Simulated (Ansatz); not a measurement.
`Cl[Si](Cl)(Cl)Br` + `CC(C)N` → `CC(C)N[Si](Cl)(Cl)Cl` + HBr at 500 K and 1 bar (ligand exchange at the Si–Br bond).

Gas-phase electronic energies from Ansatz, PBE0-D4/def2-TZVP geometries. CBS: MP2 limit from def2 TZ/QZ plus the TZ coupled-cluster correction, frozen cores. For Br outer-core shells are correlated without core-valence functions, which leaves a few kJ/mol of doubt a bond. Scalar relativity is left out up to krypton. Each species was taken in one conformer, which may not be the lowest.

```
               species  CCSD(T)/CBS energy (Eh)  H − E (kJ/mol)  S (J/(mol·K))
    `Cl[Si](Cl)(Cl)Br`              -4241.93609            57.8          405.4
              `CC(C)N`               -174.28253           357.8          357.5
`CC(C)N[Si](Cl)(Cl)Cl`              -1842.29631           377.9          559.5
                   HBr              -2573.91920            30.5          213.7
```

H − E and S are ideal-gas, rigid-rotor, harmonic terms from PBE0-D4/def2-TZVP, for one conformer and one mirror image of each species. 1 Eh = 2625.50 kJ/mol, R = 8.31446 J/(mol·K).

Problem. By hand: ΔE, ΔH, ΔS and ΔG.

Solution. ΔE = (-1842.29631) + (-2573.91920) − (-4241.93609) − (-174.28253) = 0.00311 Eh = 8.2 kJ/mol. Δ(H − E) = 377.9 + 30.5 − 57.8 − 357.8 = -7.2, so ΔH = 1.0 kJ/mol. ΔS = 559.5 + 213.7 − 405.4 − 357.5 = 10.3 J/(mol·K). ΔG = 1.0 − 500 × (10.3)/1000 = -4.2 kJ/mol.

Problem. By hand: the equilibrium constant, and the temperature at which ΔG would vanish if ΔH and ΔS stayed fixed.

Solution. log₁₀ K = −ΔG/(RT ln 10) = 0.4. ΔG = 0 at ΔH/ΔS = 97 K, though so small a ΔH makes that figure unsure.

TΔS isn't small against ΔH here. The sign of ΔG lies within the doubt. A doubt of 5 kJ/mol in ΔE shifts log₁₀ K by 0.5 here. Other conformers and mirror images would add mixing entropy, several J/(mol·K) or more a flexible species. Modes under 60 cm⁻¹, often nearly free rotors, make the harmonic entropy too high. These are equilibria of isolated gas molecules and say nothing of rates. Largest T1 diagnostic: 0.009 (customary marks: 0.02 for closed shells, 0.045 for open ones).
